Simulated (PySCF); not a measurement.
A run for PySCF: U-B3LYP/LANL2DZ on H3OSb (SMILES [OH][SbH2]), a point of a bond scan (R = 3.081 Å).

```python
from pyscf import gto, scf, dft, mp
from pyscf.data.elements import chemcore

mol = gto.M(
    atom='''
    Sb   -0.13991851   -0.18850357    0.17284294
    H    -1.57925916   -0.00123820   -0.74909475
    H     0.34632779   -1.50101127   -0.82596986
    O     0.87678159    1.17036346   -0.87102850
    H     2.40555292    3.03487652    1.04683067
    ''',
    basis='lanl2dz',
    ecp={'Sb': 'lanl2dz'},
    charge=0, spin=0, verbose=3, max_memory=1800)
mf = dft.UKS(mol, xc='b3lyp')
mf.conv_tol = 1e-8
mf.max_cycle = 100
mf.init_guess_breaksym = True
mf.kernel()
if not mf.converged:
    mf = mf.newton().run(mf.mo_coeff, mf.mo_occ)
for _ in range(4):
    mo, _, stable, _ = mf.stability(return_status=True)
    if stable:
        break
    mf.kernel(mf.make_rdm1(mo, mf.mo_occ))
```

Task: What total energy does the run end on?

Result: -82.2360 hartree. Its determinant has ⟨S²⟩ = 0.99, a mixture of spin states.
